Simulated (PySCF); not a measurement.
Geometries of 2 isomers of C4H10OSe, from PBE0-D3(BJ)/def2-SVP geometry optimisation, gas phase in PySCF 2.14.0. One conformer each, no zero-point energy, no frequencies.

Question: Which is lower in electronic energy at this level?
A.
```xyz
16
angstrom
C     -2.535   -0.066    0.300
C     -1.278    0.508   -0.326
O     -0.166    0.505    0.537
C      0.388   -0.749    0.767
Se     2.143   -0.574    1.571
C      2.938    0.398    0.092
H     -3.392    0.056   -0.380
H     -2.764    0.455    1.242
H     -2.435   -1.140    0.518
H     -1.438    1.563   -0.596
H     -1.033   -0.036   -1.261
H      0.483   -1.321   -0.178
H     -0.196   -1.361    1.480
H      3.913    0.776    0.428
H      2.283    1.242   -0.160
H      3.081   -0.254   -0.781
```
B.
```xyz
16
angstrom
C      3.152    0.081   -0.393
C      2.255   -0.270    0.784
C      0.884   -0.784    0.385
Se    -0.165    0.703   -0.388
C     -1.889   -0.108    0.034
O      0.020    1.892    0.734
H      3.311   -0.785   -1.056
H      4.139    0.424   -0.049
H      2.723    0.894   -1.001
H      2.098    0.619    1.418
H      2.740   -1.032    1.417
H      0.924   -1.593   -0.364
H      0.313   -1.129    1.260
H     -1.964   -1.105   -0.424
H     -1.952   -0.162    1.129
H     -2.675    0.552   -0.355
```

Answer: A. That is `C[Se]COCC`, 23.9 kcal/mol below the other.

| SMILES | atoms numbered as above | E (Eh) | relative (kcal/mol) | relative (kJ/mol) | dipole (D) |
| --- | --- | --- | --- | --- | --- |
| CCOC[Se]C | [CH3:1][CH2:2][O:3][CH2:4][Se:5][CH3:6] | -2634.18766 | 0.0 | 0.0 | 2.20 |
| CCC[Se@@](C)=O | [CH3:1][CH2:2][CH2:3][Se@@:4]([CH3:5])=[O:6] | -2634.14951 | 23.9 | 100.2 | 3.95 |
